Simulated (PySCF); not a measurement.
**ORD: `C=C[C@H](F)[C@@H]1O[C@@H]1F`, C5H6F2O**

Geometry:
```tsv
atom	x (Å)	y (Å)	z (Å)
C1	-2.498	0.133	0.434
C2	-1.279	0.617	0.298
C3	-0.222	0.016	-0.582
F4	-0.698	-1.081	-1.267
C5	0.962	-0.451	0.251
O6	1.768	0.538	0.846
C7	2.341	-0.185	-0.163
F8	2.554	0.478	-1.322
H9	-2.819	-0.742	-0.105
H10	-3.220	0.600	1.081
H11	-0.939	1.492	0.832
H12	0.110	0.740	-1.339
H13	0.759	-1.321	0.871
H14	3.180	-0.835	0.065
```

Method: PySCF, TDDFT CAM-B3LYP/def2-SVPD circular dichroism and optical rotation, one conformer, gas phase. Geometry: GFN2-xTB.

The molecule is flexible and this is one conformer; a measurement averages over conformers. States above about 9.4 eV (minus the energy of the highest occupied orbital) lie near or above the ionisation threshold and depend on the basis.

Stereocentres: C3 S, C5 S, C7 R.

Q: Give the optical rotatory dispersion at 633, 589.3, 546, 436, 405, 365, 355 nm.

A: [α] in deg dm⁻¹ (g/mL)⁻¹:
```tsv
λ (nm)	origin-invariant length gauge	modified velocity gauge	length gauge (centre of mass)	isotropic polarisability (au)
633	-173.1	-169.5	-176.4	64.8
589.3	-203.2	-199.1	-207.2	65.0
546	-242.0	-237.2	-246.7	65.3
436	-415.9	-408.1	-423.7	66.4
405	-502.5	-493.3	-511.9	67.0
365	-665.1	-653.6	-677.3	67.9
355	-719.2	-706.9	-732.3	68.2
```

Q: And for the mirror image at 589.3 nm?

A: +203.2 deg dm⁻¹ (g/mL)⁻¹ (origin-invariant length gauge): the same size and the opposite sign.

Q: What is the molar rotation [Φ] = [α]·M/100 of the geometry above at 589.3 nm?

A: With M = 120.10 g/mol, -244.1 deg cm² dmol⁻¹ (origin-invariant length gauge).

The first excitation lies at 7.59 eV (163 nm) with R = -96.3 × 10⁻⁴⁰ esu² cm² (velocity form).
